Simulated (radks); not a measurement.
Values are calculated unless marked as measured or tabulated.
Zr22+, 18 electrons, occupied as [Ar]. Code: a radial shooting solver on a logarithmic mesh with Libxc functionals. Model: Dirac Kohn-Sham, BLYP, spin-unpolarised, spherical densities, point nucleus.

Unscreened Slater integrals over Kohn-Sham orbitals (eV). Large and small components are both included. Empty in this configuration: 3d3/2.

| integral | value |
|---|---|
| F0(3p3/2,3p3/2) | 60.439 |
| F2(3p3/2,3p3/2) | 30.493 |
| F0(3p3/2,3p1/2) | 60.975 |
| G2(3p3/2,3p1/2) | 30.642 |
| F0(3p3/2,3s1/2) | 59.853 |
| G1(3p3/2,3s1/2) | 39.100 |
| F0(3p3/2,2p3/2) | 80.309 |
| F2(3p3/2,2p3/2) | 19.658 |
| G0(3p3/2,2p3/2) | 7.8193 |
| G2(3p3/2,2p3/2) | 8.5070 |
| F0(3p3/2,3d3/2) | 63.281 |
| F2(3p3/2,3d3/2) | 30.531 |
| G1(3p3/2,3d3/2) | 33.055 |
| G3(3p3/2,3d3/2) | 21.935 |
| F0(3p1/2,3p1/2) | 61.531 |
| F0(3p1/2,3s1/2) | 60.359 |
| G1(3p1/2,3s1/2) | 39.068 |
| F0(3p1/2,2p3/2) | 81.557 |
| G2(3p1/2,2p3/2) | 8.4605 |
| F0(3p1/2,3d3/2) | 63.938 |
| G1(3p1/2,3d3/2) | 34.142 |
| F0(3s1/2,3s1/2) | 59.406 |
| F0(3s1/2,2p3/2) | 78.019 |
| G1(3s1/2,2p3/2) | 7.6715 |
| F0(3s1/2,3d3/2) | 62.646 |
| G2(3s1/2,3d3/2) | 25.184 |
| F0(2p3/2,2p3/2) | 174.91 |
| F2(2p3/2,2p3/2) | 83.155 |
| F0(2p3/2,3d3/2) | 86.884 |
| F2(2p3/2,3d3/2) | 25.347 |
| G1(2p3/2,3d3/2) | 22.816 |
| G3(2p3/2,3d3/2) | 13.131 |
| F0(3d3/2,3d3/2) | 68.053 |
| F2(3d3/2,3d3/2) | 34.864 |
